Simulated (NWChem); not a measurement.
System: AlI$_{2}$F; SMILES [I][Al]([F])[I]

Here is an NWChem input.

```
start job
memory heap 200 mb stack 900 mb global 1100 mb
geometry units angstroms noautoz
  Al     0.000000     0.000000    -0.851514
  F      0.000000     0.000000    -2.524248
  I      2.158556     0.000000     0.325408
  I     -2.158556     0.000000     0.325408
end
basis spherical
  * library def2-svp
end
ecp
  I library def2-ecp
end
dft
  xc mn15
  iterations 150
  mulliken
end
task dft energy
```

Geometry: optimised at PBE-D3(BJ)/def2-SVP. def2 effective core potentials on I; no spin-orbit coupling.

**Question.** Give the results of this calculation. (MN15/def2-SVP with def2 effective core potentials on I.) Quantities: energy (Ha); highest occupied level (eV); orbital gap (eV); dipole (D).

**Answer.** The energy (Ha) is -936.06 and the highest occupied level (eV) is -8.44. The orbital gap (eV) is 7.12. The dipole (D) is 0.92.
